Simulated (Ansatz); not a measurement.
Basis-set extrapolation for C₃H₇BO₂ (`CCBC(=O)O`) (PBE0-D4/def2-TZVP geometry, frozen core, Ansatz 0.2.0). Multiplicity 1, RHF reference.

```csv
,def2-TZVPP,def2-QZVPP
HF,-292.218581,-292.231851
MP2 correlation,-1.066324,-1.142715
CCSD(T) correlation,-1.148925,not run
```

Energies in hartree. Use E(X) = E(∞) + A·exp(−7.88·√X) for Hartree–Fock and E(X) = E(∞) + B·X^(−2.97) for correlation, with X = 3 and 4, and add CCSD(T) minus MP2 of the smaller set to the MP2 limit.

What is the CCSD(T) energy at the basis-set limit?

HF limit: -292.231851 + (-0.013270) × 0.13774 = -292.23368. MP2 limit: -1.142715 + (-0.076391) × 0.74074 = -1.19930. Higher-order term: -1.148925 − (-1.066324) = -0.08260. Total: -293.51558 hartree, 388.8 kJ/mol below CCSD(T)/def2-TZVPP.
